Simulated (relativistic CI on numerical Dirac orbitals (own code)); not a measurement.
Crystal-field levels of Dy2+, 4f10

Calculated by Dirac-Coulomb-Breit CI, orbitals from a KLI potential per configuration, model QED (radiative potential, 1s self-energy scaled to tabulated hydrogen-like ionisation energies), valence Slater integrals scaled by 0.85, one configuration in a parametric crystal field (own radial code).

Field parameters in Wybourne normalisation; cubic f-shell fields have B⁴₄ = √(5/14) B⁴₀ and B⁶₄ = −√(7/2) B⁶₀. The field is a parameter set, without covalency.

S and J are read from ⟨S²⟩ = S(S + 1) and ⟨J²⟩ = J(J + 1) of each level; they are not fictitious spins.

C2v, B20 = 440, B22 = 10, B40 = -220, B42 = -350, B44 = 280, B60 = 480, B62 = 50, B64 = 70, B66 = -280 cm⁻¹, the lowest 16 levels:

```
E (cm⁻¹)  Degeneracy     S     J
     0.0           1  1.95  8.00
    14.4           1  1.95  8.00
    16.1           1  1.95  8.00
    42.1           1  1.95  8.00
    44.3           1  1.95  8.00
    51.9           1  1.95  8.00
    55.4           1  1.95  8.00
     116           1  1.95  8.00
     118           1  1.95  8.00
     136           1  1.95  8.00
     145           1  1.95  8.00
     146           1  1.95  8.00
     170           1  1.95  8.00
     194           1  1.95  8.00
     212           1  1.95  8.00
     253           1  1.95  8.00
```

Oh, B40 = 810, B60 = 120 cm⁻¹, the lowest 10 levels:

```csv
E (cm⁻¹),Degeneracy,Irrep,S,J
0.0,2,E,1.95,8.00
7.1,3,T1,1.95,8.00
29.3,1,A1,1.95,8.00
115,3,T1,1.95,8.00
139,3,T2,1.95,8.00
156,2,E,1.95,8.00
159,3,T2,1.95,8.00
4234,3,T1,1.98,7.00
4235,3,T2,1.98,7.00
4290,1,A2,1.98,7.00
```

C2v, B20 = -320, B22 = 10, B40 = -10, B42 = -240, B44 = -310, B60 = 300, B62 = -120, B64 = -250, B66 = -360 cm⁻¹, the lowest 16 levels:

```
E (cm⁻¹)  Degeneracy     S     J
     0.0           1  1.95  8.00
     6.2           1  1.95  8.00
    14.8           1  1.95  8.00
    33.6           1  1.95  8.00
    92.5           1  1.95  8.00
    94.7           1  1.95  8.00
     100           1  1.95  8.00
     109           1  1.95  8.00
     110           1  1.95  8.00
     150           1  1.95  8.00
     159           1  1.95  8.00
     185           1  1.95  8.00
     209           1  1.95  8.00
     222           1  1.95  8.00
     230           1  1.95  8.00
     251           1  1.95  8.00
```

Oh, B40 = 790, B60 = 430 cm⁻¹, the lowest 10 levels:

| E (cm⁻¹) | Degeneracy | Irrep | S | J |
| --- | --- | --- | --- | --- |
| 0.0 | 2 | E | 1.95 | 8.00 |
| 14.8 | 3 | T1 | 1.95 | 8.00 |
| 163 | 1 | A1 | 1.95 | 8.00 |
| 223 | 3 | T2 | 1.95 | 8.00 |
| 249 | 3 | T1 | 1.95 | 8.00 |
| 319 | 2 | E | 1.95 | 8.00 |
| 404 | 3 | T2 | 1.95 | 8.00 |
| 4331 | 3 | T2 | 1.98 | 7.00 |
| 4348 | 3 | T1 | 1.98 | 7.00 |
| 4408 | 2 | E | 1.98 | 7.00 |

D3h, B20 = 220, B40 = -450, B60 = 70, B66 = 120 cm⁻¹, the lowest 10 levels:

```tsv
E (cm⁻¹)	Degeneracy	S	J
0.0	2	1.95	8.00
2.9	1	1.95	8.00
7.6	1	1.95	8.00
8.0	2	1.95	8.00
16.1	1	1.95	8.00
23.5	2	1.95	8.00
41.6	2	1.95	8.00
62.5	1	1.95	8.00
73.1	2	1.95	8.00
88.0	2	1.95	8.00
```

The next free-ion level lies 4182 cm⁻¹ above the lowest; the field splits the ground level into components whose J stays near 8 as long as their spread is small against that gap.

Levels of this model without a field, named by their leading LS term: ⁵I8 0, ⁵I7 4182, ⁵I6 7143, ⁵I5 9331, ⁵I4 11054, ⁵F5 15424, ⁵S2 17744, ³K8 17817 cm⁻¹.
